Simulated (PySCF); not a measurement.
Species: C₆H₄O₂.
Atom-mapped SMILES: `[CH2:1]=[CH:2][c:3]1[c:4]([CH:5]=[O:6])[c:7]1=[O:8]` (hydrogens: H9, H10 on C1; H11 on C2; H12 on C5)

Computed with PySCF, PBE0-D3(BJ)/def2-SVP geometry optimisation, gas phase.

(1) Give the optimised bond lengths and angles.

Answers

(1) 
| bond | length (Å) | order |
| --- | --- | --- |
| C1=C2 | 1.342 | double |
| C2–C3 | 1.436 | single |
| C3–C4 | 1.360 | aromatic |
| C4–C5 | 1.476 | single |
| C5=O6 | 1.204 | double |
| C4–C7 | 1.430 | aromatic |
| C7=O8 | 1.199 | double |
| C3–C7 | 1.445 | aromatic |
| C1–H9 | 1.094 | single |
| C1–H10 | 1.093 | single |
| C2–H11 | 1.094 | single |
| C5–H12 | 1.114 | single |

Orders are formal, as drawn. A selection of angles:
| angle | degrees |
| --- | --- |
| C2–C1–H9 | 120.8 |
| C2–C1–H10 | 121.4 |
| H9–C1–H10 | 117.9 |
| C1–C2–C3 | 121.1 |
| C1–C2–H11 | 121.7 |
| C3–C2–H11 | 117.2 |
| C2–C3–C4 | 145.5 |
| C2–C3–C7 | 153.3 |
| C4–C3–C7 | 61.2 |
| C3–C4–C5 | 140.6 |
| C3–C4–C7 | 62.3 |
| C5–C4–C7 | 157.1 |
| C4–C5–O6 | 121.9 |
| C4–C5–H12 | 115.9 |
| O6–C5–H12 | 122.2 |
| C4–C7–O8 | 152.6 |
| C3–C7–C4 | 56.5 |
| C3–C7–O8 | 150.9 |

Torsions: C1–C2–C3–C4 180° (antiperiplanar); C3–C4–C5–O6 1° (synperiplanar).

The C–C distances run from 1.342 Å (C1=C2, drawn double) to 1.476 Å (C4–C5, drawn single), a spread of 0.134 Å. The 8 heavy atoms lie in one plane (0.004 Å rms). The 3-membered ring C3–C4–C7 has internal angles of 56.5° to 62.3°.

Point group: Cs (every atom within 0.08 Å of its image). PBE0-D3(BJ)/def2-SVP frequencies: not computed here. One conformer, not necessarily the lowest.

The run took 2.1 min of wall time on an Intel Xeon 6975P-C with one thread, no GPU, shared host with 192 logical CPUs at a one-minute load of 68, and the process peaked at 0.70 GiB of memory. These figures are those of the optimisation.
